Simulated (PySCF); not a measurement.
## Cr³⁺ (chromium, charge +3) across methods

[Ar] 3d3, high-spin 4F determinant. Computed with PySCF 2.14 in x2c-TZVPPall with one added diffuse shell each of s, p, d, f type (7s6p5d3f1g, 80 functions), with the spin-free X2C one-electron Hamiltonian (Gaussian nucleus).

| method | E (hartree) | mean ε 3p α (eV) | mean ε 3p β (eV) | mean ε 3d α (eV) | Σ⟨r²⟩ (bohr²) | ⟨S²⟩ |
| --- | --- | --- | --- | --- | --- | --- |
| revPBE | -1048.638 | -84.883 | -81.577 | -40.632 | 13.22 | 3.750 |
| PBE0 | -1048.537 | -89.021 | -84.582 | -43.273 | 13.17 | 3.751 |
| MN15 | -1049.230 | -88.738 | -86.012 | -43.589 | 13.17 | 3.750 |
| LDA | -1046.367 | -84.916 | -81.709 | -40.703 | 13.24 | 3.750 |
| M06-L | -1048.708 | -86.364 | -82.469 | -40.847 | 13.10 | 3.751 |
| PBE | -1048.488 | -84.918 | -81.620 | -40.680 | 13.23 | 3.750 |
| B97-3 | -1048.628 | -89.178 | -84.817 | -43.331 | 13.14 | 3.751 |
| r2SCAN | -1048.717 | -86.393 | -82.388 | -41.292 | 13.14 | 3.751 |

Estimate the same row for UHF.

E (hartree) = -1047.78078; mean ε 3p α (eV) = -100.23; mean ε 3p β (eV) = -91.887; mean ε 3d α (eV) = -50.256; Σ⟨r²⟩ (bohr²) = 13.09; ⟨S²⟩ = 3.752.
